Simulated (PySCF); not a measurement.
# Ionisation energy of Pd by level of theory

Pd [Kr] 4d10 (1S) → Pd⁺ [Kr] 4d9 (2D), as a difference of total energies. Calculation: PySCF 2.14, in x2c-SVPall; scalar relativity by spin-free X2C-1e. Correlated levels: valence: [Kr] frozen. The calculations carry no spin-orbit coupling.

```csv
method,ionisation energy (eV),error (eV)
UHF,6.333,-2.179
MN15,8.573,+0.061
PBE0,8.496,-0.016
MP2 (valence),8.126,-0.386
SCS-MP2 (valence),7.929,-0.583
```

Reference: 8.512 eV (measured; NIST levels, between the centres of gravity of the two terms).

Errors of the correlated levels include the incompleteness of this basis and the frozen core.
